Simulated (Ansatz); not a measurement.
Consider the redistribution: `F[SiH2]S[SiH](F)F` + `C[O][Al]1[CH2][O]1` → `CO[SiH](F)S[SiH2]F` + `[F][Al]1[CH2][O]1`.

Isolated molecules relaxed with PBE0-D4/def2-TZVP in Ansatz; ΔE leaves out vibrations. CCSD(T)/CBS adds triple-zeta CCSD(T) − MP2 to the extrapolated MP2 energy (def2 sets, frozen cores). Functionals use def2-TZVPP. B3LYP here is the variant with VWN-RPA as its local correlation; programs differ in this. One conformer a species, not always the lowest.

`F[SiH2]S[SiH](F)F`:

Z-matrix (Å, degrees):
```
Si
S 1 2.135
F 1 1.592 2 110.3
H 1 1.476 2 106.3 3 116.8
H 1 1.477 2 110.5 3 -119.7
Si 2 2.107 1 98.8 3 91.0
F 6 1.584 2 111.1 1 72.3
F 6 1.585 2 110.7 1 -45.1
H 6 1.469 2 110.0 1 -166.9
```

`C[O][Al]1[CH2][O]1`:

Cartesian coordinates in Å:
```
C 2.171 -0.623 -0.090
O 0.907 -0.477 0.486
Al -0.643 0.071 0.299
C -2.302 0.783 -0.199
O -2.103 0.159 1.154
H 2.440 -1.682 -0.131
H 2.918 -0.104 0.517
H 2.210 -0.217 -1.106
H -2.556 1.841 -0.132
H -3.041 0.247 -0.797
```

`CO[SiH](F)S[SiH2]F`:

Cartesian coordinates in Å:
```
C 1.660 -1.320 -0.287
O 1.261 -0.978 1.025
Si 0.000 -0.059 1.442
F 0.170 0.223 2.990
S 0.019 1.817 0.426
Si -1.536 1.419 -0.955
F -1.090 0.281 -1.987
H 0.922 -1.969 -0.767
H 2.608 -1.854 -0.217
H 1.797 -0.426 -0.902
H -1.297 -0.734 1.222
H -1.757 2.673 -1.704
H -2.758 0.927 -0.285
```

`[F][Al]1[CH2][O]1`:

```xyz
6

F    -1.439   -2.266    0.155
Al   -0.600   -0.870    0.031
C     0.598    0.561    0.106
O    -0.675    0.654   -0.695
H     1.488    0.638   -0.519
H     0.629    1.282    0.922
```

```csv
level,ΔE (kJ/mol),difference from CCSD(T)/CBS
PBE-D4,-12.9,0.2
B3LYP-D4,-10.7,2.4
B2PLYP,-8.2,4.9
PBE0,-8.2,4.9
B3LYP,-4.7,8.4
HF/def2-TZVPP,-1.2,11.9
MP2/def2-TZVPP,-13.9,-0.8
CCSD/def2-TZVPP,-10.7,2.4
MP2/CBS(def2),-14.3,-1.2
CCSD/CBS(def2),-11.1,2.0
CCSD(T)/CBS,-13.1,0
```

Largest T1 diagnostic among the species: 0.015.

The D4 term adds −6.0 kJ/mol with B3LYP and −3.7 kJ/mol with PBE0; it sums over pairs of atoms, weighted by their polarisabilities, and B3LYP, whose exchange is more repulsive, gets the larger term. In def2-TZVPP, CCSD(T) changes the Hartree–Fock value by −11.5 kJ/mol (the triples alone add −1.9 kJ/mol) and MP2 by −12.7 kJ/mol.
